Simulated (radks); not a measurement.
Values are calculated unless marked as measured or tabulated.
Species: Te32+. Configuration: [Ar] 3d2 (the NIST ground configuration).

Code: a radial shooting solver on a logarithmic mesh with Libxc functionals. Model: scalar-relativistic Kohn-Sham, SCAN, spin-polarised, spherical densities, finite nucleus; open shells are filled with parallel spins first (spin-orbit coupling, left out, can overturn this in heavy ions); meta-GGA in the generalised Kohn-Sham scheme; Fermi nuclear charge, rms radius 4.7423 fm.

Energy parts (hartree):
total: -6059.39670
kinetic: 6382.17162
electron-nucleus: -13419.87978
Hartree: 1101.23483
exchange-correlation: -122.92337

Orbitals (lengths in bohr, moments of r in powers of bohr; r(90%) holds 90 % of the orbital's charge):
orbital,occ.,eigenvalue (hartree),<1/r>,<r^4>,r(90%)
1s up,1,-1222.478,55.57,2.876e-06,0.0500
1s down,1,-1222.471,55.57,2.876e-06,0.0500
2s up,1,-236.1776,12.83,0.0004720,0.183
2s down,1,-235.7987,12.85,0.0004700,0.183
2p up,3,-218.0547,12.26,0.0003386,0.169
2p down,3,-217.7730,12.27,0.0003366,0.168
3s up,1,-84.47167,4.981,0.01503,0.433
3s down,1,-84.09040,4.961,0.01517,0.435
3p up,3,-78.60435,4.777,0.01460,0.432
3p down,3,-78.19852,4.757,0.01476,0.433
3d up,2,-70.97136,4.565,0.01034,0.399

The highest occupied level is 3d up at -1931.2 eV. The density falls to 0.001 e/bohr^3 at r = 0.87 bohr.

Empty levels of this run are not shown, since the potential may be unsettled where no density lies.
